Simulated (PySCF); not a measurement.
# SnO⁺: from constants to spectrum

UHF-CCSD(T) constants of SnO⁺, ²Π (doublet), unpaired electrons π ↑ (basis Sn def2-TZVPPD with ECP28, O def2-TZVPPD; scalar-relativistic core potentials; PySCF 2.14; masses 119.9022 and 15.9949 u):

* ωe: 641.5 cm⁻¹
* ωexe: 2.98 cm⁻¹
* Be: 0.30604 cm⁻¹
* αe: 0.00205 cm⁻¹
* De to Sn⁺ + O: 3.10 eV

Problem. What force constant and bond length do these constants imply?

Solution. Reduced mass μred = 14.112 u; k = 5.8918×10⁻⁷·μred·ωe² (u, cm⁻¹, mdyn/Å) = 3.42 mdyn/Å; Re = √(16.8576/(μred·Be)) (u, cm⁻¹, Å) = 1.976 Å.

Problem. Estimate the centrifugal constant D from the Kratzer relation and find the Dunham coefficient a1.

Solution. D = 4Be³/ωe² = 2.79e-07 cm⁻¹; a1 = −1 − αeωe/(6Be²) = -3.34.

Correlated steps freeze 5 core orbitals. These are scalar-relativistic numbers at best; spin–orbit coupling would shift them, the dissociation energy most. For an ion De counts to the pair picked by the measured ionisation energies or electron affinities, which need not be the lowest pair at this level. The state is the lowest determinant that a PBE0 search found; another state may lie lower at other levels.
